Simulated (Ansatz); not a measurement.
Program: Ansatz 0.2.0.

A structure relaxed at PBE0-D4/def2-TZVP, charge 0, multiplicity 1:

```tsv
atom	x (Å)	y (Å)	z (Å)
O1	-1.1689	-1.1874	0.6513
C2	-0.1482	-0.2883	0.2364
Si3	-0.1168	0.0197	-1.5891
F4	0.3064	-1.3237	-2.3555
B5	1.0643	-0.0762	1.1484
C6	0.0127	1.0074	1.0720
H7	-0.8099	-2.0789	0.6199
H8	-1.4647	0.3918	-2.0817
H9	0.8804	1.0721	-1.9150
H10	1.9666	-0.5756	1.7285
H11	0.0846	1.9395	0.5195
H12	-0.6065	1.0997	1.9653
```

Task: Give its formula and SMILES.

Result: C2H6BFOSi, `OC1([SiH2]F)BC1`.

Task: Summarise the bond lengths by kind.

Result: 1 × C–O 1.422 Å; 1 × H–O 0.962 Å; 1 × C–Si 1.852 Å; 2 × B–C 1.512 to 1.532 Å; 1 × C–C 1.550 Å; 1 × F–Si 1.604 Å; 2 × H–Si 1.483 to 1.486 Å; 1 × B–H 1.183 Å; 2 × C–H 1.086 to 1.091 Å.
